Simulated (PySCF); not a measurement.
Compound: C₃H₇BO₄S.
Cartesian coordinates in Å at the GFN2-xTB level; atoms count from 1:
```xyz
16
C3H7BO4S angstrom
C     -0.6066    1.9240   -0.1030
C     -0.4856    0.6569    0.2437
B     -1.4365   -0.5903    0.0847
O     -2.6898   -0.6445    0.5880
O     -0.9466   -1.6637   -0.5655
S      1.0023    0.2217    1.1705
C      2.0272   -0.6935   -0.0132
O      0.6084   -0.6718    2.2291
O      1.7049    1.4224    1.5449
H     -1.4550    2.3041   -0.6508
H      0.1695    2.6267    0.1594
H     -2.9994    0.1104    1.0849
H     -1.5404   -2.4173   -0.5735
H      2.3887    0.0135   -0.7473
H      1.4017   -1.4528   -0.4621
H      2.8494   -1.1370    0.5338
```

The closed-shell SCF was solved with PySCF and density fitting under several settings on one GFN2-xTB geometry (grid level 2 and gas phase unless stated).

```json
{"settings": "PBE0/pcSseg-1", "basis functions": "195", "SCF cycles": "15", "E (Eh)": "-841.8110", "HOMO (eV)": "-8.10", "LUMO (eV)": "-1.32", "dipole (D)": "4.39"}
{"settings": "PBE0/def2-SVPD", "basis functions": "255", "SCF cycles": "14", "E (Eh)": "-841.4582", "HOMO (eV)": "-8.23", "LUMO (eV)": "-1.42", "dipole (D)": "4.50"}
{"settings": "LC-wPBE/pcseg-1, fitting basis def2-qzvpp-jkfit", "basis functions": "165", "SCF cycles": "12", "E (Eh)": "-842.0103", "HOMO (eV)": "-10.81", "LUMO (eV)": "0.99", "dipole (D)": "4.62"}
{"settings": "revPBE/6-31++G**", "basis functions": "208", "SCF cycles": "17", "E (Eh)": "-842.2952", "HOMO (eV)": "-6.71", "LUMO (eV)": "-2.22", "dipole (D)": "4.27"}
{"settings": "HCTH407/pcSseg-1", "basis functions": "195", "SCF cycles": "17", "E (Eh)": "-842.4083", "HOMO (eV)": "-6.81", "LUMO (eV)": "-2.30", "dipole (D)": "4.10"}
{"settings": "wB97X-D/pcSseg-1, grid level 3", "basis functions": "195", "SCF cycles": "14", "E (Eh)": "-842.2923", "HOMO (eV)": "-9.98", "LUMO (eV)": "0.49", "dipole (D)": "4.50"}
{"settings": "PBE0/STO-3G", "basis functions": "56", "SCF cycles": "16", "E (Eh)": "-831.3086", "HOMO (eV)": "-2.87", "LUMO (eV)": "2.49", "dipole (D)": "3.38"}
{"settings": "PBE0/pcSseg-1, start guess huckel", "basis functions": "195", "SCF cycles": "15", "E (Eh)": "-841.8110", "HOMO (eV)": "-8.10", "LUMO (eV)": "-1.32", "dipole (D)": "4.39"}
```

Task: Estimate the row for these settings: KT3/pcseg-1.

Result: 
```csv
settings,basis functions,SCF cycles,E (Eh),HOMO (eV),LUMO (eV),dipole (D)
KT3/pcseg-1,165,17,-851.5051,-6.82,-2.21,4.19
```

Task: Over all rows, what range does the HOMO–LUMO gap span?

Result: From 4.49 eV (revPBE/6-31++G**) to 11.80 eV (LC-wPBE/pcseg-1, fitting basis def2-qzvpp-jkfit). The functional of the narrowest has no exact exchange, that of the widest range-separated exact exchange.

Task: And the dipole moment?

Result: From 3.38 D (PBE0/STO-3G) to 4.62 D (LC-wPBE/pcseg-1, fitting basis def2-qzvpp-jkfit); the largest is 1.37 times the smallest, and the median is 4.39 D.

Task: Compare two rows with the functional PBE0: PBE0/pcSseg-1 and PBE0/def2-SVPD. Which energy is lower, and by how much?

Result: PBE0/pcSseg-1 (195 functions) lies 0.3528 Eh or 221 kcal/mol below PBE0/def2-SVPD (255 functions). The smaller set gives the lower energy; the two sets aren't nested, so the variational bound doesn't order them by size.

wB97X-D ran without the empirical dispersion term, which would shift the total energy alone. Cycle counts include a coarse-grid stage where the run had one. All basis functions are spherical, in the Pople sets too. KT3 was designed for NMR shieldings or shifts; total energies of different functionals aren't comparable.

One conformer stands for the species.
